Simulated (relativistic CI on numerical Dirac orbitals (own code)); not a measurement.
Rh⁷⁺: M2,3 absorption edge

Computed with this model: Dirac-Coulomb-Breit CI, separate exchange-only KLI orbitals for each configuration, QED by a radiative potential, valence Slater integrals scaled by 0.8, multiplet model of core-to-valence dipole absorption; configurations [Kr] 4d2 → [Ne] 3s2 3p5 3d10 4s2 4p6 4d3; 300 K; Lorentzian 2 eV and Gaussian 0.4 eV FWHM. Energies are those of the free ion, without screening or charge transfer. The branching ratio is the share of the lower-energy edge in the whole absorption, uncertain by about 0.02 where the edges overlap. S is read from ⟨S²⟩ = S(S + 1).

Field parameters in Wybourne normalisation: D3d B²₀ = −7Dσ, B⁴₀ = −14Dq − 21Dτ, B⁴₃ = −14√(10/7) Dq; D4h B²₀ = −7Ds, B⁴₀ = 21(Dq − Dt), B⁴₄ = 21√(5/14) Dq; Oh B⁴₀ = 21Dq, B⁴₄ = √(5/14) B⁴₀. The field is a parameter set, without covalency.

Computed curve for D3d, 10Dq = 26000, Dσ = -1160, Dτ = -270 cm⁻¹, scaled to 100 at the maximum (points under 2 are left out and the grid is thinned):

Energy (eV), Intensity and a bar:
```
   503.50        2.0 
   504.50        2.5 
   505.25        3.0 
   506.25        3.9 #
   507.25        5.4 #
   508.25        8.2 ##
   509.00       12.0 ###
   510.00       23.5 #######
   511.00       44.2 #############
   511.75       59.3 ##################
   512.75       82.2 #########################
   513.75      100.0 ##############################
   514.75       86.8 ##########################
   515.50       75.3 ######################
   516.50       45.4 #############
   517.50       23.9 #######
   518.25       15.5 ####
   519.25        9.5 ##
   520.25        6.5 #
   521.25        4.7 #
   522.00        3.9 #
   523.00        3.2 
   524.00        2.6 
   525.00        2.1 
   531.50        2.2 
   532.50        2.7 
   533.50        4.0 #
   534.25        5.9 #
   535.25       12.0 ###
   536.25       19.2 #####
   537.25       22.5 ######
   538.00       31.4 #########
   539.00       32.2 #########
   540.00       24.3 #######
   540.75       20.9 ######
   541.75       14.5 ####
   542.75        8.1 ##
   543.75        4.4 #
   544.50        3.1 
   545.50        2.1
```

The ground state has S = 0.99, and the centroid lies at 520.17 eV.
